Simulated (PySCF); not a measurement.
# `C[Si@@H]1[SiH2]C[SiH2][SiH2]1`: 4 charge schemes on one density

Compound: C2H12Si4.
Z-matrix (Å and degrees, GFN2-xTB geometry), rows numbered from 1:
```
C 
Si  1  1.9072
Si  2  2.3344  1  111.60
C   3  1.9140  2  103.84  1  -138.39
Si  4  1.9144  3  115.98  2    38.54
Si  5  2.3251  4  104.16  3   -39.89
H   1  1.0863  2  111.60  3   -61.98
H   1  1.0861  2  111.41  3   177.78
H   1  1.0864  2  111.09  3    57.92
H   2  1.4783  1  104.85  3   122.33
H   3  1.4706  2  117.90  1   102.34
H   3  1.4717  2  113.94  1   -21.59
H   4  1.0919  3  107.69  2   -82.01
H   4  1.0891  3  109.71  2   163.61
H   5  1.4709  4  107.64  3    80.79
H   5  1.4703  4  108.19  3  -165.81
H   6  1.4706  2  114.49  1    -3.14
H   6  1.4705  2  114.03  1  -121.52
```

Density: PBE0/pcSseg-1 (PySCF); schemes: Mulliken, IAO, Hirshfeld and ESP-fitted. One conformer (not necessarily the lowest) at the GFN2-xTB geometry, without solvent, vibrations or thermal averaging.

Question: At which atom do the 4 schemes differ most?

Answer: At C4: from -0.854 (Mulliken) to -0.249 e (Hirshfeld), 0.605 e apart.

Question: Which atoms carry the lowest charge in the Mulliken, IAO, Hirshfeld and ESP-fitted schemes?

Answer: The schemes don't all agree: Mulliken C4 (-0.854); IAO C4 (-0.801); Hirshfeld C4 (-0.249); ESP-fitted C1 (-0.576).

Question: Tabulate the Mulliken, IAO, Hirshfeld and ESP-fitted charges.

Answer: In e:

```json
{"atom": "C1", "environment": "Si-methyl carbon", "Mulliken": "-0.584", "IAO": "-0.683", "Hirshfeld": "-0.210", "ESP-fitted": "-0.576"}
{"atom": "Si2", "environment": "SiH silicon", "Mulliken": "+0.082", "IAO": "+0.323", "Hirshfeld": "+0.190", "ESP-fitted": "+0.377"}
{"atom": "Si3", "environment": "SiH2 silicon", "Mulliken": "+0.408", "IAO": "+0.449", "Hirshfeld": "+0.235", "ESP-fitted": "+0.224"}
{"atom": "C4", "environment": "sp3 carbon bound to silicon", "Mulliken": "-0.854", "IAO": "-0.801", "Hirshfeld": "-0.249", "ESP-fitted": "-0.476"}
{"atom": "Si5", "environment": "SiH2 silicon", "Mulliken": "+0.353", "IAO": "+0.460", "Hirshfeld": "+0.237", "ESP-fitted": "+0.301"}
{"atom": "Si6", "environment": "SiH2 silicon", "Mulliken": "+0.031", "IAO": "+0.121", "Hirshfeld": "+0.138", "ESP-fitted": "+0.021"}
{"atom": "H7", "environment": "methyl hydrogen", "Mulliken": "+0.144", "IAO": "+0.157", "Hirshfeld": "+0.043", "ESP-fitted": "+0.149"}
{"atom": "H8", "environment": "methyl hydrogen", "Mulliken": "+0.145", "IAO": "+0.157", "Hirshfeld": "+0.042", "ESP-fitted": "+0.155"}
{"atom": "H9", "environment": "methyl hydrogen", "Mulliken": "+0.141", "IAO": "+0.154", "Hirshfeld": "+0.040", "ESP-fitted": "+0.127"}
{"atom": "H10", "environment": "Si–H hydrogen", "Mulliken": "-0.005", "IAO": "-0.087", "Hirshfeld": "-0.078", "ESP-fitted": "-0.126"}
{"atom": "H11", "environment": "Si–H hydrogen", "Mulliken": "-0.049", "IAO": "-0.101", "Hirshfeld": "-0.080", "ESP-fitted": "-0.093"}
{"atom": "H12", "environment": "Si–H hydrogen", "Mulliken": "-0.042", "IAO": "-0.107", "Hirshfeld": "-0.080", "ESP-fitted": "-0.072"}
{"atom": "H13", "environment": "methylene hydrogen", "Mulliken": "+0.172", "IAO": "+0.158", "Hirshfeld": "+0.037", "ESP-fitted": "+0.127"}
{"atom": "H14", "environment": "methylene hydrogen", "Mulliken": "+0.178", "IAO": "+0.164", "Hirshfeld": "+0.041", "ESP-fitted": "+0.153"}
{"atom": "H15", "environment": "Si–H hydrogen", "Mulliken": "-0.042", "IAO": "-0.106", "Hirshfeld": "-0.081", "ESP-fitted": "-0.095"}
{"atom": "H16", "environment": "Si–H hydrogen", "Mulliken": "-0.047", "IAO": "-0.101", "Hirshfeld": "-0.079", "ESP-fitted": "-0.093"}
{"atom": "H17", "environment": "Si–H hydrogen", "Mulliken": "-0.015", "IAO": "-0.079", "Hirshfeld": "-0.074", "ESP-fitted": "-0.045"}
{"atom": "H18", "environment": "Si–H hydrogen", "Mulliken": "-0.016", "IAO": "-0.077", "Hirshfeld": "-0.075", "ESP-fitted": "-0.058"}
```

Mean size of the charges over all atoms: IAO 0.238 e, Mulliken 0.184 e, ESP-fitted 0.182 e, Hirshfeld 0.112 e. Each set sums to the total charge, 0, to within 0.001 e. The Mulliken scheme gives each basis function's population to the atom it is centred on and halves the overlap population of two atoms between them. The IAO scheme counts the electrons in orthogonalised intrinsic atomic orbitals, a minimal basis polarised so that it spans the occupied orbitals exactly.

Question: How closely do the schemes follow one another over all atoms?

Answer: Correlation coefficient and root-mean-square difference: Mulliken with IAO 0.97, 0.082 e; IAO with ESP-fitted 0.97, 0.108 e; IAO with Hirshfeld 0.93, 0.199 e; Hirshfeld with ESP-fitted 0.90, 0.128 e; Mulliken with ESP-fitted 0.90, 0.128 e; Mulliken with Hirshfeld 0.84, 0.191 e.

Question: How many electrons does the IAO scheme count on Si5?

Answer: Z − q = 14 − (+0.460) = 13.540.

Question: Sum the charges by element.

Answer: 
```tsv
element	atoms	Mulliken	IAO	Hirshfeld	ESP-fitted
C	2	-1.438	-1.484	-0.459	-1.053
Si	4	+0.874	+1.353	+0.801	+0.923
H	12	+0.564	+0.131	-0.342	+0.130
```
